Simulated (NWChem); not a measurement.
Everything below was run with NWChem. System: H₃S (+1), charge 1, spin multiplicity 1, at a geometry optimised with PBE/def2-SVP. The structure started from a generated list of species. Level: TD-B3LYP/6-31G* (spherical d), VWN1-RPA local correlation.

Job file:

```
start mol
memory heap 200 mb stack 900 mb global 1100 mb
charge 1
geometry units angstroms nocenter noautoz noautosym
  S     -0.000358     0.116631     0.000000
  H     -0.579034    -0.623810     1.006236
  H     -0.579034    -0.623810    -1.006236
  H      1.163791    -0.618477     0.000000
end
basis spherical
  * library 6-31g*
end
dft
  xc b3lyp
  semidirect memsize 60000000 filesize 0
  iterations 100
end
tddft
  rpa
  nroots 10
  notriplet
end
task tddft energy
```

Part of the output:

```
             Northwest Computational Chemistry Package (NWChem) 7.3.0
             --------------------------------------------------------

                                NWChem Input Module
                                -------------------

 Scaling coordinates for geometry "geometry" by  1.889725989
 (inverse scale =  0.529177249)

                             Geometry "geometry" -> ""
                             -------------------------

 Output coordinates in angstroms (scale by  1.889725989 to convert to a.u.)

  No.       Tag          Charge          X              Y              Z
 ---- ---------------- ---------- -------------- -------------- --------------
    1 S                   16.0000    -0.00035800     0.11663100     0.00000000
    2 H                    1.0000    -0.57903400    -0.62381000     1.00623600
    3 H                    1.0000    -0.57903400    -0.62381000    -1.00623600
    4 H                    1.0000     1.16379100    -0.61847700     0.00000000

 Effective nuclear repulsion energy (a.u.)      19.2375507944

            Nuclear Dipole moment (a.u.)
            ----------------------------
        X                 Y               Z
 ---------------- ---------------- ----------------
    -0.0000094486    -0.0000018897     0.0000000000


 Summary of "ao basis" -> "" (spherical)
 ------------------------------------------------------------------------------
       Tag                 Description            Shells   Functions and Types
 ---------------- ------------------------------  ------  ---------------------
 *                           6-31g*                   on all atoms

                                 NWChem DFT Module
                                 -----------------

 Summary of "ao basis" -> "ao basis" (spherical)
 ------------------------------------------------------------------------------
       Tag                 Description            Shells   Functions and Types
 ---------------- ------------------------------  ------  ---------------------
 S                           6-31g*                  8       18   4s3p1d
[...]
     Occ.    9  a   ---  Virt.   12  a    0.19488 X
     Occ.    9  a   ---  Virt.   15  a   -0.16942 X
     Occ.    9  a   ---  Virt.   21  a   -0.05801 X
  ----------------------------------------------------------------------------
  Root   8 singlet a              0.523252495 a.u.               14.2384 eV
  ----------------------------------------------------------------------------
     Transition Moments    X -1.60892   Y -0.00490   Z -0.00050
     Transition Moments   XX -1.39273  XY  1.52474  XZ  0.00043
     Transition Moments   YY  0.00934  YZ  0.00047  ZZ  1.38337
     Dipole Oscillator Strength                    0.9030083657
     Electric Quadrupole                           0.0000032435
     Magnetic Dipole                               0.0000000055
     Total Oscillator Strength                     0.9030116146

          sigma_e =   1.7499 Angstrom
          sigma_h =   1.2112 Angstrom
         |d_h->e| =   0.1994 Angstrom
            d_exc =   2.0839 Angstrom
            d_CD1 =   0.7381 Angstrom
            d_CD2 =  -1.2811 Angstrom
            d_CD3 =   2.2833 Angstrom
     Pearson C.C. =   0.0534

     Occ.    7  a   ---  Virt.   11  a    0.32089 X
     Occ.    8  a   ---  Virt.   10  a    0.32090 X
     Occ.    8  a   ---  Virt.   12  a   -0.87030 X
     Occ.    9  a   ---  Virt.   10  a   -0.18598 X
  ----------------------------------------------------------------------------
  Root   9 singlet a              0.523254187 a.u.               14.2385 eV
  ----------------------------------------------------------------------------
     Transition Moments    X  0.00050   Y  0.00000   Z -1.60893
     Transition Moments   XX  0.00043  XY -0.00047  XZ  1.37867
     Transition Moments   YY -0.00000  YZ  1.53324  ZZ -0.00043
     Dipole Oscillator Strength                    0.9030201469
     Electric Quadrupole                           0.0000032435
     Magnetic Dipole                               0.0000000055
     Total Oscillator Strength                     0.9030233959

          sigma_e =   1.7499 Angstrom
          sigma_h =   1.2112 Angstrom
         |d_h->e| =   0.1994 Angstrom
            d_exc =   2.0839 Angstrom
            d_CD1 =   0.7381 Angstrom
            d_CD2 =  -1.2811 Angstrom
            d_CD3 =   2.2833 Angstrom
     Pearson C.C. =   0.0534

     Occ.    7  a   ---  Virt.   10  a   -0.32090 X
     Occ.    7  a   ---  Virt.   12  a   -0.87031 X
     Occ.    8  a   ---  Virt.   11  a    0.32089 X
     Occ.    9  a   ---  Virt.   11  a    0.18599 X
  ----------------------------------------------------------------------------
  Root  10 singlet a              0.643841068 a.u.               17.5198 eV
  ----------------------------------------------------------------------------
     Transition Moments    X -0.00000   Y -0.00000   Z  0.09463
     Transition Moments   XX  0.00000  XY -0.00006  XZ  0.06602
     Transition Moments   YY -0.00000  YZ  1.26523  ZZ -0.00000
     Dipole Oscillator Strength                    0.0038433611
     Electric Quadrupole                           0.0000022813
     Magnetic Dipole                               0.0000001187
     Total Oscillator Strength                     0.0038457611

          sigma_e =   1.8108 Angstrom
          sigma_h =   1.1687 Angstrom
         |d_h->e| =   0.1174 Angstrom
            d_exc =   2.1566 Angstrom
            d_CD1 =   0.7595 Angstrom
            d_CD2 =  -1.3723 Angstrom
            d_CD3 =   2.2740 Angstrom
     Pearson C.C. =   0.0018

     Occ.    9  a   ---  Virt.   13  a   -0.99960 X

              Target root =      1
          Target symmetry = none
      Ground state energy =   -399.658156979192
        Excitation energy =      0.353897023105
     Excited state energy =   -399.304259956087

  stored tddft:energy   -399.30425995608732

 Task  times  cpu:        5.1s     wall:        5.1s

 Total times  cpu:        5.2s     wall:        5.2s
```
